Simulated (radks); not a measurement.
Question: The mean radii <r> (bohr) of the occupied orbitals of an atom or ion are listed with their occupations. Calculated with a radial shooting solver on a logarithmic mesh with Libxc functionals: Dirac Kohn-Sham, BLYP, spin-unpolarised, spherical densities, finite nucleus; Fermi nuclear charge, rms radius of each element as measured or else 0.836 A^(1/3) + 0.57 fm.

| orbital | occ. | <r> |
|---|---|---|
| 1s1/2 | 2 | 0.06644 |
| 2s1/2 | 2 | 0.3082 |
| 2p1/2 | 2 | 0.2722 |
| 2p3/2 | 4 | 0.2750 |
| 3s1/2 | 2 | 0.9398 |
| 3p1/2 | 2 | 0.9953 |
| 3p3/2 | 4 | 1.003 |
| 3d3/2 | 0.8 | 1.267 |
| 3d5/2 | 1.2 | 1.271 |
| 4s1/2 | 2 | 3.039 |
| 4p1/2 | 0.333333 | 4.036 |
| 4p3/2 | 0.666667 | 4.072 |

Name the element and its charge. Open shells, if any, are shared by 2j + 1.

Answer: Z = 23, vanadium, charge 0: V in [Ar] 3d2 4s2 4p1. The 1s radius gives Z: for a bare nucleus <r> = (2 gamma + 1)/(2Z) with gamma = sqrt(1 - (Z/c)^2), 0.0646 bohr for Z = 23, and screening makes it slightly larger (0.06644 here). The occupations add up to 23, and the charge is Z minus that.
